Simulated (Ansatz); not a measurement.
Species: C$_{2}$H$_{10}$O$_{4}$Si$_{2}$ (charge 0, singlet). 
Structure (B3LYP-D3(BJ)/def2-TZVP (Ansatz, a first-principles code) minimum search):
SMILES: C[SiH](C)O[Si](O)(O)O
```xyz
18

C     -1.5861    -0.8742     1.8498
Si    -1.5995    -0.8159    -0.0148
C     -2.6944     0.5548    -0.6484
O     -0.0585    -0.5848    -0.5797
Si     1.2517     0.2927    -0.2219
O      2.1671     0.4667    -1.5696
O      0.6883     1.6997     0.3997
O      2.2272    -0.3752     0.9074
H     -2.5848    -1.0820     2.2415
H     -0.9110    -1.6508     2.2143
H     -1.2525     0.0822     2.2583
H     -2.0439    -2.1194    -0.5660
H     -2.3367     1.5205    -0.2846
H     -2.6999     0.5829    -1.7399
H     -3.7250     0.4218    -0.3107
H      1.7059     0.5669    -2.4057
H      1.3236     2.2727     0.8361
H      2.8838    -1.0049     0.5998
```

Basis-set convergence of Hartree-Fock and CCSD(T) correlation energies (hartree) with Ansatz. Valence correlation only, unless marked. No spin-orbit coupling. No relativistic terms.

```json
[
 {"basis": "cc-pV(D+d)Z", "functions": "180", "E(HF)": "-959.19538", "E(corr, CCSD(T))": "-1.31540"},
 {"basis": "cc-pV(T+d)Z", "functions": "398", "E(HF)": "___", "E(corr, CCSD(T))": "___"}
]
```

Problem. Some entries are withheld; supply them.

Solution. 
- cc-pV(T+d)Z, E(HF): -959.38297
- cc-pV(T+d)Z, E(corr, CCSD(T)): -1.65294
